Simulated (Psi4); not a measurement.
CH₅FGaN (SMILES [CH3][Ga]([NH2])[F]), singlet, geometry from GFN2-xTB (such geometries of metal compounds can be far from the true shape); HF/pcseg-2 (Psi4).

The Psi4 input:
```
memory 2 GB

molecule {
0 1
  Ga    0.03537342    0.00674580    0.00771075
  F    -1.23015520   -1.14548341   -0.41278483
  C     0.02654510    1.74406023   -1.02867360
  H     0.61645176    1.63690592   -1.93858963
  H     0.44050867    2.54889997   -0.42401266
  H    -1.00428469    1.97172349   -1.30069390
  N     0.98886869   -0.64607856    1.43771325
  H     1.93985287   -0.35786521    1.62957783
  H     0.90094095   -1.64124482    1.61779719
}

set basis pcseg-2

energy('scf')
print_variables()
```

Predict the main parts of the log of this Psi4 run.


```
   => Loading Basis Set <=

    Name: PCSEG-2
    Role: ORBITAL
    Keyword: BASIS

         ---------------------------------------------------------
                                   SCF
               by Justin Turney, Rob Parrish, Andy Simmonett
                          and Daniel G. A. Smith
                              RHF Reference
         ---------------------------------------------------------

  ==> Geometry <==

    Molecular point group: c1
    Full point group: C1

    Geometry (in Angstrom), charge = 0, multiplicity = 1:

       Center              X                  Y                   Z               Mass
    ------------   -----------------  -----------------  -----------------  -----------------
         GA           0.067743944278     0.050664178331     0.007220179331    68.925573500000
         F           -1.197784675722    -1.101565031669    -0.413275400669    18.998403162730
         C            0.058915624278     1.787978608331    -1.029164170669    12.000000000000
         H            0.648822284278     1.680824298331    -1.939080200669     1.007825032230
         H            0.472879194278     2.592818348331    -0.424503230669     1.007825032230
         H           -0.971914165722     2.015641868331    -1.301184470669     1.007825032230
         N            1.021239214278    -0.602160181669     1.437222679331    14.003074004430
         H            1.972223394278    -0.313946831669     1.629087259331     1.007825032230
         H            0.933311474278    -1.597326441669     1.617306619331     1.007825032230

  Running in c1 symmetry.

  Rotational constants: A =      0.21317  B =      0.15291  C =      0.09075 [cm^-1]
  Rotational constants: A =   6390.53446  B =   4583.99712  C =   2720.51110 [MHz]
  Nuclear repulsion =  282.518997810336600

  Charge       = 0
  Multiplicity = 1
  Electrons    = 58
  Nalpha       = 29
  Nbeta        = 29

  ==> Algorithm <==

  SCF Algorithm Type is DF.
  DIIS enabled.
  MOM disabled.
  Fractional occupation disabled.
  Guess Type is SAD.
  Energy threshold   = 1.00e-06
  Density threshold  = 1.00e-06
  Integral threshold = 1.00e-12

  ==> Primary Basis <==

  Basis Set: PCSEG-2
    Blend: PCSEG-2
    Number of shells: 75
    Number of basis functions: 203
    Number of Cartesian functions: 229
    Spherical Harmonics?: true
    Max angular momentum: 3

   => Loading Basis Set <=

    Name: (PCSEG-2 AUX)
    Role: JKFIT
    Keyword: DF_BASIS_SCF

  ==> Integral Setup <==

  SCF_SUBTYPE=INCORE selected. In-core MEM_DF algorithm will be used.
  Using in-core AOs.

  ==> MemDFJK: Density-Fitted J/K Matrices <==

    J tasked:                   Yes
    K tasked:                   Yes
    wK tasked:                   No
    Algorithm:                 Core
    Schwarz Cutoff:           1E-12
    Mask sparsity (%):       7.2508
    Fitting Condition:        1E-10

   => Auxiliary Basis Set <=

  Basis Set: (PCSEG-2 AUX)
    Blend: DEF2-UNIVERSAL-JKFIT
    Number of shells: 165
    Number of basis functions: 585
    Number of Cartesian functions: 746
    Spherical Harmonics?: true
    Max angular momentum: 5

  Minimum eigenvalue in the overlap matrix is 9.6395528260E-04.
  Reciprocal condition number of the overlap matrix is 1.2666910089E-04.
    Using symmetric orthogonalization.

  ==> Pre-Iterations <==

  SCF Guess: Superposition of Atomic Densities via on-the-fly atomic UHF (no occupation information).

   -------------------------
    Irrep   Nso     Nmo
   -------------------------
     A        203     203
   -------------------------
    Total     203     203
   -------------------------

  ==> Iterations <==

                           Total Energy        Delta E     RMS |[F,P]|

   @DF-RHF iter SAD: -2113.03792597584970   -2.11304e+03   0.00000e+00
   @DF-RHF iter   1: -2116.99810176043593   -3.96018e+00   9.68318e-03 DIIS/ADIIS
   @DF-RHF iter   2: -2117.60239222044493   -6.04290e-01   7.57026e-03 DIIS/ADIIS
   @DF-RHF iter   3: -2118.06944017035676   -4.67048e-01   5.78833e-04 DIIS/ADIIS
   @DF-RHF iter   4: -2118.07446245687697   -5.02229e-03   1.47885e-04 DIIS/ADIIS
   @DF-RHF iter   5: -2118.07486379014972   -4.01333e-04   4.85139e-05 DIIS
   @DF-RHF iter   6: -2118.07492499438786   -6.12042e-05   1.22366e-05 DIIS
   @DF-RHF iter   7: -2118.07493029204625   -5.29766e-06   3.93843e-06 DIIS
   @DF-RHF iter   8: -2118.07493088951878   -5.97473e-07   1.04232e-06 DIIS
   @DF-RHF iter   9: -2118.07493093028961   -4.07708e-08   2.85108e-07 DIIS
  Energy and wave function converged.

  ==> Post-Iterations <==

    Orbital Energies [Eh]
    ---------------------

    Doubly Occupied:

[...]
    Virtual:

[...]
    Final Occupation by Irrep:
              A
    DOCC [    29 ]
    NA   [    29 ]
    NB   [    29 ]

  @DF-RHF Final Energy: -2118.07493093028961

   => Energetics <=

    Nuclear Repulsion Energy =            282.5189978103366002
    One-Electron Energy =               -3518.9560998897891295
    Two-Electron Energy =                1118.3621711491628048
    Total Energy =                      -2118.0749309302896108

Computation Completed

Properties will be evaluated at   0.000000,   0.000000,   0.000000 [a0]

Properties computed using the SCF density matrix

 Multipole Moments:

 ------------------------------------------------------------------------------------
     Multipole            Electronic (a.u.)      Nuclear  (a.u.)        Total (a.u.)
 ------------------------------------------------------------------------------------

 L = 1.  Multiply by 2.5417464519 to convert [e a0] to [Debye]
 Dipole X            :         -2.5106902            3.5479431            1.0372528
 Dipole Y            :         -4.1539991            4.8136349            0.6596357
 Dipole Z            :          0.0352009           -0.0537690           -0.0185682
 Magnitude           :                                                    1.2293728

 ------------------------------------------------------------------------------------

  Variable Map:
  ----------------------------------------------------------------------------
[...]
  Array Variable Map:
  ----------------------------------------------------------------------------
[...]
[...]
```
